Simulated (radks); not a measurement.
Species: Te. Configuration: [Kr] 4d10 5s2 5p4. Method: Dirac Kohn-Sham, B86b exchange with PBE correlation, spin-unpolarised, spherical densities, point nucleus; open shells are shared between the two j in proportion to 2j + 1; computed with a radial shooting solver on a logarithmic mesh with Libxc functionals.

Spin-orbit splittings of the eigenvalues, e(l+1/2) - e(l-1/2), with zeta = 2 splitting/(2l+1) and mean radii in bohr:

shell  occ.  splitting (eV)  zeta (eV)  <r> j=l-1/2  <r> j=l+1/2
2p        6               ?          ?       0.1008       0.1064
3p        6           51.17      34.11       0.3122       0.3236
3d       10           10.70      4.279       0.2947       0.2983
4p        6           9.710      6.473       0.8016       0.8302
4d       10           1.467     0.5866       0.9648       0.9771
5p        4          0.7926     0.5284        2.582        2.713

Estimate the 2p splitting.

Answer. 274.6 eV (zeta = 183.0 eV).
